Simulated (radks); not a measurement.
Problem. All-electron atom: Tc IV in [Kr] 4d4. All-electron calculation, non-relativistic Kohn-Sham, r2SCAN, spin-polarised, spherical densities, point nucleus; open shells are filled with parallel spins first (spin-orbit coupling, left out, can overturn this in heavy ions); meta-GGA in the generalised Kohn-Sham scheme; relativity is left out, which matters for an element this heavy. Program: a radial shooting solver on a logarithmic mesh with Libxc functionals. Some entries of the table are withheld. Estimate them.

orbital  occ.  eigenvalue (Ry)  r(max) (bohr)  <r> (bohr)
1s down     1        -1498.842        0.02345     0.03545
1s up       1        -1498.840        0.02345     0.03545
2s up       1        -212.9798         0.1308      0.1546
2s down     1        -212.9120         0.1308      0.1546
2p up       3        -196.6006         0.1029      0.1325
2p down     3        -196.5531         0.1029      0.1325
3s up       1        -39.21430         0.3827      0.4262
3s down     1        -39.19802         0.3829      0.4262
3p up       3        -32.81246         0.3702      0.4208
3p down     3        -32.78749         0.3704      0.4209
3d up       5        -21.12750         0.3122      0.3983
3d down     5        -21.07580         0.3126      0.3983
4s up       1              (1)         0.9770       1.085
4s down     1              (2)         0.9698       1.078
4p up       3         -5.68814          1.034       1.173
4p down     3         -5.37770          1.026       1.165
4d up       4         -2.73304          1.225       1.488
4d down     0         -2.38151          1.213       1.484

Solution. 
(1) 4s up eigenvalue (Ry): -7.57667
(2) 4s down eigenvalue (Ry): -7.28631
